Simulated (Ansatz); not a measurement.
Sn₄Cl₄. Charge 0, multiplicity 1. Geometry PBE0-D4/def2-SVP.

```tsv
atom	x (Å)	y (Å)	z (Å)
Sn1	-1.3308	0.1482	-1.9254
Sn2	1.3675	-0.1407	-0.9692
Sn3	-1.3724	0.1759	0.9509
Sn4	1.3161	-0.1374	1.8990
Cl5	2.3799	1.5910	3.1568
Cl6	-2.3636	-1.6512	-3.1086
Cl7	3.2969	-0.3819	-2.3199
Cl8	-3.2936	0.3959	2.3164
```

In the def2 sets Sn takes a core potential; there is no spin–orbit coupling. The restricted singlet is unstable towards broken spin symmetry in Hartree–Fock (as tested in another run); at PBE-D4/def2-SVP, PBE-D4/def2-TZVP, r2SCAN-D4/def2-TZVP, PBE0-D4/def2-SVP and others this wasn't settled. Another isomer (singlet) lies 1.48 eV lower at PBE0-D4/def2-TZVP; other spin states weren't run for this one.

Problem. Estimate the orbital energies around the gap (eV) in Ansatz with PBE-D4/def2-SVP, PBE-D4/def2-TZVP, r2SCAN-D4/def2-TZVP, PBE0-D4/def2-SVP, PBE0-D4/def2-TZVP.

Solution. 
| orbital | PBE-D4/def2-SVP | PBE-D4/def2-TZVP | r2SCAN-D4/def2-TZVP | PBE0-D4/def2-SVP | PBE0-D4/def2-TZVP |
| --- | --- | --- | --- | --- | --- |
| HOMO−5 | -7.74 | -7.94 | -8.31 | -9.16 | -9.33 |
| HOMO−4 | -7.71 | -7.92 | -8.30 | -9.15 | -9.32 |
| HOMO−3 | -7.56 | -7.76 | -8.11 | -8.90 | -9.03 |
| HOMO−2 | -6.84 | -6.99 | -7.22 | -7.69 | -7.79 |
| HOMO−1 | -5.92 | -6.07 | -6.34 | -6.85 | -6.94 |
| HOMO | -5.59 | -5.73 | -5.97 | -6.38 | -6.48 |
| LUMO | -4.26 | -4.40 | -4.44 | -3.85 | -3.94 |
| LUMO+1 | -3.79 | -3.91 | -3.98 | -3.36 | -3.41 |
| LUMO+2 | -3.71 | -3.83 | -3.78 | -3.18 | -3.25 |
| LUMO+3 | -2.96 | -3.10 | -3.06 | -2.47 | -2.55 |
| LUMO+4 | -2.58 | -2.75 | -2.62 | -2.02 | -2.14 |
| LUMO+5 | -1.18 | -1.40 | -1.16 | -0.52 | -0.71 |
